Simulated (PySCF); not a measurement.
SiF2, SMILES F[Si]F (connectivity only; charge and spin as stated), neutral, multiplicity 1.

Geometry: TPSSh-D3(BJ)/def2-TZVP. The isomer is the one that the SMILES or the coordinates give; other isomers of the formula were not compared.

Two levels are set side by side: TDA-PBE/def2-TZVPD (PySCF) and ADC(2)/aug-cc-pVDZ (PySCF). Vertical, same geometry; the bases differ. Differences are taken from unrounded values.

| quantity | ADC(2) | TDA-PBE | TDA-PBE minus ADC(2) |
|---|---|---|---|
| lowest singlet excitation (eV) | 5.56 | 5.64 | 0.08 |

Here PBE gives about what the other level gives.

Rough cost on one machine, each run with all the roots and properties that it gave: ADC(2) against TDA-PBE about 3 times.
